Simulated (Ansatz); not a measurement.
Cost and result for the atomization energy of C3H7NSi (`C#C[SiH2]CN`) (12 atoms, 11 bonds).

```
atom    x (Å)    y (Å)    z (Å)
  C1   0.5207  -1.0956  -2.4540
  C2   0.5675  -1.0310  -1.2499
 Si3   0.6046  -0.8749   0.5740
  C4  -0.0541   0.8251   1.0281
  N5  -1.3774   1.0153   0.4516
  H6   0.4842  -1.1632  -3.5173
  H7  -0.2304  -1.9549   1.1539
  H8   2.0102  -1.0270   1.0329
  H9  -0.1297   0.8545   2.1211
 H10   0.6935   1.5839   0.7464
 H11  -1.3433   0.9357  -0.5571
 H12  -1.7458   1.9321   0.6703
```

Charge 0, multiplicity 1. The structure was optimised at the PBE0-D4/def2-TZVP level. It is one conformer, not always the lowest. Program: Ansatz. All runs use 4 threads of an Intel Xeon 6975P-C on a shared host. Times are those of one run each, without the atoms' runs, and a repeat can differ threefold. Electronic energies, without spin–orbit coupling; frozen cores. CCSD(T)/CBS adds CCSD(T) − MP2 in def2-TZVPP to the MP2 limit, and its time is that of the two runs behind it. T1 = 0.011. B3LYP takes the VWN-RPA correlation (the form of Gaussian; ORCA's B3LYP/G).

CCSD(T)/CBS is a level of theory with its own doubt, some kJ/mol a heavy atom from the limit and from the frozen cores, so smaller differences don't rank the functionals.

```
                             level  functions  wall time
   PBE-D4/def2-TZVPP (with forces)        264      1.6 s
                PBE0-D4/def2-TZVPP        264      1.7 s
r2SCAN-D4/def2-TZVPP (with forces)        264      2.4 s
 B3LYP-D4/def2-TZVPP (with forces)        264      2.7 s
                 B2PLYP/def2-TZVPP        264      3.7 s
                ωB97X-V/def2-TZVPP        264      3.8 s
  ωB97M-V/def2-TZVPP (with forces)        264      5.5 s
                    MP2/def2-QZVPP        508       14 s
                CCSD(T)/def2-TZVPP        264       43 s
                 CCSD(T)/CBS(def2)          –       57 s
```

**Question.** What atomization energy does each give, and how far from CCSD(T)/CBS? (Best estimate.)

**Answer.** Ansatz gave: 
```json
{"level": "PBE-D4/def2-TZVPP (with forces)", "atomization (kJ/mol)": "4649.6", "difference from CCSD(T)/CBS": "92.7", "per bond": "8.4"}
{"level": "PBE0-D4/def2-TZVPP", "atomization (kJ/mol)": "4565.8", "difference from CCSD(T)/CBS": "8.9", "per bond": "0.8"}
{"level": "r2SCAN-D4/def2-TZVPP (with forces)", "atomization (kJ/mol)": "4549.5", "difference from CCSD(T)/CBS": "-7.4", "per bond": "-0.7"}
{"level": "B3LYP-D4/def2-TZVPP (with forces)", "atomization (kJ/mol)": "4567.2", "difference from CCSD(T)/CBS": "10.3", "per bond": "0.9"}
{"level": "B2PLYP/def2-TZVPP", "atomization (kJ/mol)": "4518.5", "difference from CCSD(T)/CBS": "-38.4", "per bond": "-3.5"}
{"level": "ωB97X-V/def2-TZVPP", "atomization (kJ/mol)": "4566.0", "difference from CCSD(T)/CBS": "9.1", "per bond": "0.8"}
{"level": "ωB97M-V/def2-TZVPP (with forces)", "atomization (kJ/mol)": "4572.8", "difference from CCSD(T)/CBS": "15.9", "per bond": "1.4"}
{"level": "MP2/def2-QZVPP", "atomization (kJ/mol)": "4574.2", "difference from CCSD(T)/CBS": "17.3", "per bond": "1.6"}
{"level": "CCSD(T)/def2-TZVPP", "atomization (kJ/mol)": "4431.6", "difference from CCSD(T)/CBS": "-125.3", "per bond": "-11.4"}
{"level": "CCSD(T)/CBS(def2)", "atomization (kJ/mol)": "4556.9", "difference from CCSD(T)/CBS": "0.0", "per bond": "0.0"}
```

From PBE to PBE0 (25 % exact exchange), in def2-TZVPP and without D4, the atomization energy moves by −80.2 kJ/mol: exact exchange takes away binding that semilocal exchange gives to molecules. The D4 term adds +37.9 kJ/mol with B3LYP and +20.0 kJ/mol with PBE0; it sums over pairs of atoms, weighted by their polarisabilities, and B3LYP, whose exchange is more repulsive, gets the larger term. In def2-TZVPP, CCSD(T) changes the Hartree–Fock value by +1148.9 kJ/mol (the triples alone add +71.7 kJ/mol) and MP2 by +1217.1 kJ/mol; breaking electron pairs costs correlation energy, which Hartree–Fock lacks.
